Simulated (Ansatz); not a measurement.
Species: sum formula H9Si2N2O (charge +1, singlet). It need not be the lowest isomer of its formula. 
Coordinates optimised at B3LYP-D3(BJ)/def2-TZVP (Ansatz, a quantum-chemistry and plane-wave program):
```xyz
14

N     -1.2559     1.4572    -0.1954
Si    -1.6106    -0.2648    -0.1548
O     -0.1270    -1.0113    -0.0388
Si     1.4231    -0.7666     0.2866
N      1.6075     1.0903    -0.0161
H     -1.6326     1.9985     0.5757
H     -1.5086     1.9358    -1.0537
H     -2.2165    -0.6935    -1.4204
H     -2.3769    -0.5893     1.0549
H      2.3339    -1.3977    -0.6713
H      1.7832    -0.9163     1.7004
H      2.1015     1.5843     0.7275
H      0.6157     1.4607    -0.0747
H      2.0791     1.3141    -0.8929
```
Charge +1, spin multiplicity 1.

Basis-set convergence of Hartree-Fock and CCSD(T) correlation energies (hartree) with Ansatz. Correlated levels leave the core frozen unless marked. Spin-orbit coupling is left out. No relativistic terms.

```
basis        functions       E(HF)  E(corr, CCSD(T))
-----------  ---------  ----------  ----------------
cc-pV(D+d)Z        133  -766.82558          -0.80403
cc-pV(T+d)Z        294  -766.93099          -0.99441
cc-pV(Q+d)Z        563  -766.95354          -1.05620
```

Extrapolating the two largest sets (X = 3 and 4) as X^-3: E(corr) = (64·(-1.05620) - 27·(-0.99441))/37 = -1.1013 Eh, an estimate of the basis-set limit. The largest set recovers 95.9 % of it, the smallest 73.0 %.
